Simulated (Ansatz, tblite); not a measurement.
Adding an electron: the cluster Mg2Se2⁺ (the lowest doublet isomer of a short search). The state is a doublet with charge 1. Geometry: r2SCAN-D4/def2-SVP. Ansatz, gas phase; energy differences of separate SCF runs; the reduced species is a singlet (the triplet lies 1.71 eV higher at PBE0-D4/def2-TZVP).

```xyz
4

Mg   -0.1831   -0.3912    1.3980
Mg    0.1821    0.3915   -1.3980
Se   -0.7243   -1.7920   -0.5962
Se    0.7253    1.7917    0.5962
```

The xTB rows come from tblite. The structure comes from a short search, and lower isomers may exist.

```tsv
level	−HOMO (eV)	−LUMO (eV)	vertical EA (eV)	HOMO–LUMO gap (eV)
GFN1-xTB	–	–	12.64	–
GFN2-xTB	–	–	12.32	–
PBE-D4/def2-TZVP	10.40	9.85	7.34	0.55
r2SCAN-D4/def2-TZVP	10.42	9.79	7.42	0.64
PBE0-D4/def2-TZVP	10.83	9.23	7.51	1.61
```

  HOMO and LUMO are the levels of the spin that leaves or enters (xTB has no such levels and no spin-polarisation term). Other spin states of the ions may lie lower, which would lower the ionisation energy or raise the affinity. Raw xTB energy differences between charge states are shifted by several eV; the methods need an empirical correction for them.
